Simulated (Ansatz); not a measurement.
Reaction (formal exchange of groups at the Si–H bond): `[F][Ga]([SiH3])[Cl]` + `CCC(C)C(C)C` → `C[SiH2][Ga]([F])[Cl]` + `CCC(C)CC`

Program: Ansatz. Geometries: PBE0-D4/def2-TZVP. ΔE: electronic, gas phase. CCSD(T)/CBS is the MP2 limit (def2-TZVPP, def2-QZVPP) plus CCSD(T) − MP2 in def2-TZVPP, frozen cores. Functionals use def2-TZVPP. For Ga outer-core shells are correlated without core-valence functions, which leaves a few kJ/mol of doubt a bond. Scalar relativity is left out up to krypton. One conformer a species, not always the lowest.

`[F][Ga]([SiH3])[Cl]`:

Z-matrix (Å, degrees):
```
Si
Ga 1 2.392
H 1 1.485 2 108.5
H 1 1.483 2 109.4 3 120.4
H 1 1.485 2 108.5 3 -119.3
Cl 2 2.137 1 127.0 3 -121.0
F 2 1.752 1 121.3 3 59.0
```

`CCC(C)C(C)C`:

Cartesian coordinates in Å:
```
C 2.531 -0.228 0.707
C 1.253 0.359 0.128
C 0.041 -0.567 0.241
C 0.194 -1.795 -0.647
C -1.297 0.150 -0.021
C -1.649 1.129 1.091
C -1.362 0.840 -1.378
H 3.354 0.488 0.648
H 2.845 -1.129 0.175
H 2.398 -0.495 1.759
H 1.039 1.301 0.642
H 1.415 0.615 -0.925
H -0.002 -0.918 1.281
H 0.306 -1.516 -1.699
H -0.679 -2.448 -0.566
H 1.070 -2.385 -0.371
H -2.064 -0.635 -0.014
H -1.622 0.645 2.071
H -2.654 1.535 0.946
H -0.960 1.977 1.117
H -1.132 0.158 -2.199
H -0.662 1.678 -1.430
H -2.363 1.241 -1.555
```

`C[SiH2][Ga]([F])[Cl]`:

```xyz
10

C    -0.079    0.610   -1.532
Si   -0.772   -0.304   -0.056
Ga    0.812   -0.387    1.742
F     2.406    0.338    1.595
Cl    0.549   -1.291    3.666
H     0.823    0.121   -1.904
H    -0.814    0.637   -2.339
H     0.180    1.637   -1.267
H    -1.992    0.354    0.482
H    -1.113   -1.714   -0.387
```

`CCC(C)CC`:

Z-matrix (Å, degrees):
```
C
C 1 1.521
H 1 1.093 2 111.8
H 1 1.092 2 110.6 3 -119.5
H 1 1.093 2 111.8 3 120.9
C 2 1.531 1 115.6 3 -60.0
H 2 1.096 1 109.0 3 177.6
H 2 1.096 1 109.0 3 62.3
C 6 1.528 2 111.8 1 -63.5
C 6 1.523 2 111.8 1 63.2
H 6 1.099 2 106.3 1 -179.8
C 9 1.520 6 114.2 2 -168.6
H 9 1.096 6 108.5 2 -46.8
H 9 1.096 6 109.4 2 68.6
H 10 1.092 6 111.6 2 170.8
H 10 1.094 6 111.4 2 -69.1
H 10 1.093 6 111.0 2 51.0
H 12 1.092 9 111.9 6 -64.0
H 12 1.093 9 111.2 6 176.0
H 12 1.094 9 111.0 6 56.2
```

| level | ΔE (kJ/mol) |
| --- | --- |
| ωB97X-V | -38.9 |
| ωB97M-V | -41.0 |
| r2SCAN | -45.2 |
| HF/def2-TZVPP | -43.8 |
| MP2/def2-TZVPP | -37.9 |
| HF/def2-QZVPP | -43.8 |
| HF/CBS(def2) | -43.8 |
| CCSD/CBS(def2) | -40.4 |

(1) What does CCSD(T)/CBS give? (Best estimate.)

Largest T1 diagnostic among the species: 0.013.

Results:

(1) Computed: -39.2 kJ/mol. The listed levels differ from it by 0.3, -1.8, -6.0, -4.6, 1.3, -4.6, -4.6, -1.2 kJ/mol.

In def2-TZVPP, CCSD(T) changes the Hartree–Fock value by +7.1 kJ/mol (the triples alone add +1.2 kJ/mol) and MP2 by +5.9 kJ/mol. The D4 term adds +4.4 kJ/mol with B3LYP and +2.7 kJ/mol with PBE0; it sums over pairs of atoms, weighted by their polarisabilities, and B3LYP, whose exchange is more repulsive, gets the larger term.

B3LYP here is the variant with VWN-RPA as its local correlation; programs differ in this.
